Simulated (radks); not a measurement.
The numbers below are computed, except where a source is named.
Dy6+, 60 electrons, occupied as [Kr] 4d10 4f6 5s2 5p5 5d1 (not the ground configuration).

Level of theory: scalar-relativistic Kohn-Sham, r2SCAN, spin-polarised, spherical densities, finite nucleus; open shells are filled with parallel spins first (spin-orbit coupling, left out, can overturn this in heavy ions); meta-GGA in the generalised Kohn-Sham scheme; Fermi nuclear charge, rms radius 5.2218 fm (a radial shooting solver on a logarithmic mesh with Libxc functionals).

Energy parts (hartree):
total: -12147.6193
kinetic: 13105.7223
electron-nucleus: -29495.2773
Hartree: 4501.7634
exchange-correlation: -259.8278

Orbitals (lengths in bohr, moments of r in powers of bohr; <r^-3> diverges for s and p1/2):
| orbital | occ. | eigenvalue (hartree) | <r^-3> | <r> | <r^4> |
|---|---|---|---|---|---|
| 1s up | 1 | -1978.422 | - | 0.02112 | 9.930e-07 |
| 1s down | 1 | -1978.416 | - | 0.02112 | 9.930e-07 |
| 2s up | 1 | -333.6136 | - | 0.08976 | 0.0001561 |
| 2s down | 1 | -333.6074 | - | 0.08976 | 0.0001561 |
| 2p up | 3 | -296.3310 | 12810 | 0.07947 | 0.0001178 |
| 2p down | 3 | -296.3229 | 12810 | 0.07947 | 0.0001178 |
| 3s up | 1 | -77.86250 | - | 0.2343 | 0.005949 |
| 3s down | 1 | -77.71682 | - | 0.2341 | 0.005919 |
| 3p up | 3 | -66.36048 | 2729 | 0.2334 | 0.006274 |
| 3p down | 3 | -66.21323 | 2737 | 0.2330 | 0.006236 |
| 3d up | 5 | -51.54162 | 363.4 | 0.2124 | 0.004989 |
| 3d down | 5 | -51.42453 | 364.7 | 0.2120 | 0.004945 |
| 4s up | 1 | -18.86106 | - | 0.5261 | 0.1407 |
| 4s down | 1 | -18.54338 | - | 0.5266 | 0.1412 |
| 4p up | 3 | -15.01776 | 623.8 | 0.5553 | 0.1819 |
| 4p down | 3 | -14.70344 | 620.4 | 0.5559 | 0.1828 |
| 4d up | 5 | -9.75853 | 71.37 | 0.5959 | 0.2685 |
| 4d down | 5 | -9.44355 | 70.86 | 0.5972 | 0.2722 |
| 5s up | 1 | -5.07615 | - | 1.184 | 3.460 |
| 5s down | 1 | -4.87047 | - | 1.200 | 3.662 |
| 5p up | 3 | -3.99516 | 114.4 | 1.316 | 5.376 |
| 4f up | 6 | -3.96696 | 11.67 | 0.6916 | 0.6969 |
| 5p down | 2 | -3.81417 | 108.8 | 1.335 | 5.702 |
| 4f down | 0 | -3.65238 | 11.49 | 0.7021 | 0.7649 |
| 5d up | 1 | -2.56726 | 10.40 | 1.608 | 12.60 |
| 5d down | 0 | -2.40991 | 9.927 | 1.633 | 13.55 |

The highest occupied level is 5d up at -69.859 eV. The configuration is held as typed, so some empty levels lie below it. The spin density at the nucleus is 3.30 e/bohr^3 (1s -1.18, 2s -1.06, 3s -24.43, 4s 10.72, 5s 19.26). Spin moment in Bohr magnetons: 8. Summed over all electrons, <r^2> = 27.32 bohr^2, which gives a Langevin (diamagnetic) susceptibility term of -21.6 x 10^-6 cm^3/mol.
